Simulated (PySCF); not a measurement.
**UHF on P⁺ (phosphorus, charge +1)**

Configuration: [Ne] 3s2 3p2, high-spin 3P determinant. All numbers are calculated (PySCF 2.14, scalar relativity by spin-free X2C-1e, in x2c-SVPall (4s3p1d, 18 functions)).

```
Total energy                                                  : -341.038009 hartree
One-electron energy                                           : -466.6844 hartree
Hartree (Coulomb) energy                                      : 148.0858 hartree
Exchange energy                                               : -22.4394 hartree
⟨S²⟩                                                          : 2.0089
⟨L²⟩                                                          : 2.026
Sum of ⟨r⟩                                                    : 12.14 bohr
Sum of ⟨r²⟩                                                   : 21.23 bohr²
Traceless quadrupole moment −½Σ⟨3z² − r²⟩ along its main axis : 2.18 e·bohr²
Langevin diamagnetic susceptibility                           : -16.8 ×10⁻⁶ cm³/mol
Time after the integrals                                      : 0.09 s of wall time on 1 thread of Neoverse-N1 (shared host)
```

| shell | electrons | mean orbital energy (eV) | spread (eV) | rms radius, mean of both spins (bohr) |
| --- | --- | --- | --- | --- |
| 1s α | 1 | -2192.5 | 0 | 0.120 |
| 1s β | 1 | -2192.1 | 0 | 0.120 |
| 2s α | 1 | -216.58 | 0 | 0.560 |
| 2s β | 1 | -216.11 | 0 | 0.560 |
| 2p α | 3 | -158.39 | 0.399 | 0.540 |
| 2p β | 3 | -157.55 | 0.548 | 0.540 |
| 3s α | 1 | -31.005 | 0 | 1.99 |
| 3s β | 1 | -25.536 | 0 | 1.99 |
| 3p α | 2 | -19.696 | 0 | 2.34 |

Densities and radii are taken from the X2C orbitals without a picture-change correction, which distorts them close to the nucleus.
